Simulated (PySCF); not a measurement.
Compound: C6H7P.
InChI=1S/C6H7P/c7-6-4-2-1-3-5-6/h1-5H,7H2

Torsions of this conformer, `[PH2:1][c:2]1[cH:3][cH:4][cH:5][cH:6][cH:7]1`: H–P1–C2–C3 140°, H–P1–C2–C3 45°.

The closed-shell ground state was solved at several levels (PySCF, density fitting, gas phase, non-relativistic). Geometry: PBE0-D3(BJ)/def2-SVP, one conformer, isolated molecule.

```tsv
level	basis functions	HOMO (eV)	LUMO (eV)	gap (eV)	dipole (D)
wB97X-D/pcSseg-1	161	-8.49	1.19	9.68	1.10
B97-2/pcSseg-1	161	-6.50	-0.56	5.94	1.06
PBE0/pcSseg-1	161	-6.72	-0.52	6.20	1.07
LDA/pcSseg-1	161	-5.85	-1.61	4.24	1.06
KT3/pcSseg-1	161	-5.74	-1.32	4.42	0.95
```

Estimate the row for PBE/pcSseg-1, a basis of 161 functions; the other rows only guide the guess.

HOMO -5.73 eV, LUMO -1.39 eV, gap 4.34 eV, dipole 1.02 D.

Over all these levels, which gives the widest orbital gap and which the narrowest?

wB97X-D/pcSseg-1 (range-separated hybrid) has the widest, 9.68 eV, and LDA/pcSseg-1 (LDA) the narrowest, 4.24 eV. From the narrowest to the widest the HOMO moves by -2.64 eV and the LUMO by +2.80 eV.

In the pcSseg-1 basis, how does the gap go with the fixed share of exact exchange?

LDA (0 %) 4.24 eV; PBE (0 %) 4.34 eV; KT3 (0 %) 4.42 eV; B97-2 (21 %) 5.94 eV; PBE0 (25 %) 6.20 eV. Each rise in the share widens the gap here.

How far do the dipole and the HOMO energy spread over the levels?

The dipole runs from 0.95 to 1.10 D (mean 1.04 D) and the HOMO from -8.49 to -5.73 eV.
